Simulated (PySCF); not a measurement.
Stepwise substitution at one centre (In F-H). All species are isolated molecules in the gas phase. Strings in code marks are SMILES.

The S1 excitation (TDA) from two functionals at the same geometries (CAM-B3LYP-D3(BJ)/def2-TZVP), both in PySCF: PBE-D3(BJ)/def2-TZVP and TPSSh-D3(BJ)/def2-TZVP. Excitations are Tamm–Dancoff values on a coarser integration grid. The basis has no diffuse functions, so Rydberg states are missing or too high.

```csv
species,PBE-D3(BJ)/def2-TZVP (eV)
0 of 3 F replaced by H,5.11
1 of 3 F replaced by H (`[F][InH][F]`),5.81
2 of 3 F replaced by H (`[InH2][F]`),4.83
```

### Question
What does TPSSh-D3(BJ)/def2-TZVP give for each?

### Answer

- 0 of 3 F replaced by H: 5.78
- 1 of 3 F replaced by H (`[F][InH][F]`): 6.49
- 2 of 3 F replaced by H (`[InH2][F]`): 5.40
Over these rows, drawn at random from the members with no instability flagged (it was tested for open shells, ions and some series alone), PBE minus TPSSh-D3(BJ): mean -0.64 eV, from -0.67 eV to -0.57 eV.
